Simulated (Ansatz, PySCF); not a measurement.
Reaction R1 + 2 R2 → 3 P1, each structure at its B3LYP-D3(BJ)/def2-TZVP stationary point, reached from a drawn start (curvature not checked).
R1: H9NSi3 (SMILES [SiH3]N([SiH3])[SiH3]), charge 0, multiplicity 1.
R2: NH3 (SMILES N), charge 0, multiplicity 1.
P1: H5NSi (SMILES N[SiH3]), charge 0, multiplicity 1.

P less R. No zero-point or thermal terms.

Programs: Ansatz (Gaussian basis) for Hartree–Fock, density functionals and correlated methods; PySCF for the D3/D4 terms. Each number belongs to the level named beside it.

Q: One of these levels gives 0.069 eV for the reaction energy. Which one is it?
A. BHLYP/def2-TZVPP
B. BLYP-D4/def2-TZVPP
C. PBE/def2-TZVPP
D. revPBE-D3(BJ)/def2-TZVPP

A: A, BHLYP/def2-TZVPP. The others give 0.144 (PBE/def2-TZVPP), 0.268 (BLYP-D4/def2-TZVPP), 0.297 (revPBE-D3(BJ)/def2-TZVPP)

Ansatz is a program for electronic structure.
